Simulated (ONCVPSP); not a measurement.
**u(r) = r·R(r): atom against pseudo-atom (selenium (Se))**

Columns: radius, all-electron u(r) and pseudo u(r) of the 3p shell (level -152.76 eV) of selenium in the configuration [Ne] 3s2 3p6 3d10 4s2 4p4; PBEsol, scalar-relativistic, ONCV scheme, ONCVPSP 4.0.1.

```csv
r (bohr),all-electron,pseudo
0.060,-0.5736,0.0509
0.120,-0.7280,0.1953
0.180,-0.3279,0.4094
0.240,0.2464,0.6601
0.300,0.7572,0.9105
0.360,1.1190,1.1273
0.420,1.3260,1.2859
0.480,1.4058,1.3734
0.540,1.3951,1.3900
0.600,1.3258,1.3453
0.660,1.2221,1.2544
0.720,1.1019,1.1354
0.780,0.9773,1.0043
0.840,0.8557,0.8737
0.900,0.7417,0.7516
0.960,0.6377,0.6420
1.020,0.5447,0.5460
1.080,0.4628,0.4630
1.140,0.3914,0.3913
1.200,0.3299,0.3298
1.260,0.2772,0.2771
1.320,0.2323,0.2322
1.380,0.1942,0.1941
1.440,0.1620,0.1620
1.500,0.1349,0.1349
1.560,0.1122,0.1122
```

(1) How many radial nodes do the two functions have?

(2) At about which radius was the pseudo-wave matched?

(3) Is the pseudo-wave norm-conserving?

Results:

(1) The all-electron 3p function has n − l − 1 = 1; the pseudo-wave has 0, since the states of the same l below it are removed with the core.

(2) 1.20 bohr. The columns agree to 0.0005 from 1.08 bohr on; several derivatives are matched, so the curves merge somewhat inside the radius.

(3) Yes: the ONCV scheme keeps the norm inside the radius equal to the all-electron one, which fixes the energy derivative of the logarithmic derivative at the level.
